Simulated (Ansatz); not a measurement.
`[F][Ge]([Cl])[I]`• → Cl• + F• + Ge• + I•  (atomization)

Isolated molecules relaxed with PBE0-D4/def2-TZVP in Ansatz; ΔE leaves out vibrations. CBS: MP2 limit from def2 TZ/QZ plus the TZ coupled-cluster correction, frozen cores. This one scheme is used for every species, atoms too. For atomizations the MP2-based limit and the directly extrapolated one differ by several kJ/mol either way, and by 10 to 25 for some Ge, Se and Sn compounds, so smaller differences from it don't rank the levels. Functionals use def2-TZVPP. HSE06 is defined as in plane-wave codes. No spin–orbit coupling; open shells (•) take unrestricted orbitals. Spin–orbit coupling would lower the free atoms: a little for Cl, F; clearly for Ge; strongly for I. Elements past krypton have def2 core potentials. Bonds to Ge, I are less sure, by a few kJ/mol each and by 10 to 20 or more in all where they break to atoms, as the def2 sets lack core-valence functions. Scalar relativity is left out up to krypton.

| level | ΔE (eV) | difference from CCSD(T)/CBS |
| --- | --- | --- |
| LDA (SPW92) | 13.25 | 2.40 |
| HSE06-D4 | 10.91 | 0.06 |
| CAM-B3LYP-D4 | 10.65 | -0.20 |
| ωB97X-V | 10.88 | 0.03 |
| ωB97M-V | 10.71 | -0.14 |
| BLYP | 10.59 | -0.26 |
| r2SCAN0 | 10.63 | -0.22 |
| CAM-B3LYP | 10.51 | -0.34 |
| MP2/def2-SVP | 10.16 | -0.69 |
| CCSD(T)/def2-TZVPP | 10.43 | -0.42 |
| CCSD(T)/CBS | 10.85 | 0 |

Largest T1 diagnostic among the species: 0.013.

From PBE to PBE0 (25 % exact exchange), in def2-TZVPP and without D4, ΔE moves by −0.50 eV: exact exchange takes away binding that semilocal exchange gives to molecules. At CCSD(T), def2-SVP lies −1.29 eV from the extrapolated value and def2-TZVPP −0.42 eV: correlation converges slowly with the basis, and small sets miss more of it in the bonded molecule than in its fragments. Leaving LDA and LC-ωPBE aside and taking each functional with its dispersion term where it has one, the values, not all of them listed here, spread over 1.32 eV, from BHLYP-D4 to PBE-D4. LDA lies +1.98 eV from PBE without D4, its usual overbinding.
